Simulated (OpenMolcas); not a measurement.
Predicting a hybrid from its neighbours: C2H4NOSi

The species is C2H4NOSi (9 atoms), meant as a doublet with charge 0. As SMILES, `C[SiH]N=C=O`. The coordinates come from a PBE0-D4/def2-TZVP relaxation. This is one conformer, not always the lowest.

The vertical energy of the quartet above the doublet y, in eV, basis def2-SVP; a is the functional's share of exact exchange. Programs: OpenMolcas 26.06.

| functional | program | a | y (eV) |
| --- | --- | --- | --- |
| UTPSS | OpenMolcas | 0 | 6.55 |
| U-r2SCAN | OpenMolcas | 0 | 6.64 |
| UB3LYP | OpenMolcas | 0.2 | 6.71 |
| UPBE0 | OpenMolcas | 0.25 | ? |
| UBHLYP | OpenMolcas | 0.5 | 6.80 |

Fit y = c + s·a to the known rows and predict UPBE0.


1. Means of the 4 rows: a = 0.1750, y = 6.675.
2. Σ(Δa)² = 0.1675, Σ(Δa·Δy) = 0.0695, so the slope is 0.0695/0.1675 = 0.41493.
3. Intercept: 6.675 − (0.41493) × 0.1750 = 6.602. The largest residual of the fit is 0.052.
4. UPBE0: 6.602 + (0.41493) × 0.25 = 6.71 eV.

The run gave 6.74 eV, so the prediction is off by -0.03 eV, within the largest residual. The rows mix families of semi-local functionals, which the line can't see.
